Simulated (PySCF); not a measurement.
TiOF₂, SMILES [Ti](=[O])([F])[F], multiplicity 1.

The structure is a stationary point at B3LYP-D3(BJ)/def2-SVP. The spin state was assumed, not searched.

Level of theory: PBE/def2-TZVPD (PySCF).

Task: Estimate the frontier levels, gap, dipole moment and polarisability. (Estimate from the structure and the level; the computed values follow.)

Result: 
```json
{
  "highest_occupied_level": "-8.07 eV",
  "lowest_empty_level": "-4.44 eV",
  "orbital_gap": "3.62 eV",
  "dipole_moment": "2.17 D",
  "quadrupole, principal values (traceless, Buckingham form, about the centre of nuclear charge)": "-6.11, -5.04, 11.15 D·Å",
  "mean_static_polarisability": "33.7 bohr³ (5.00 Å³)",
  "polarisability_principal_values": "23.1, 37.1, 41.0 bohr³"
}
```
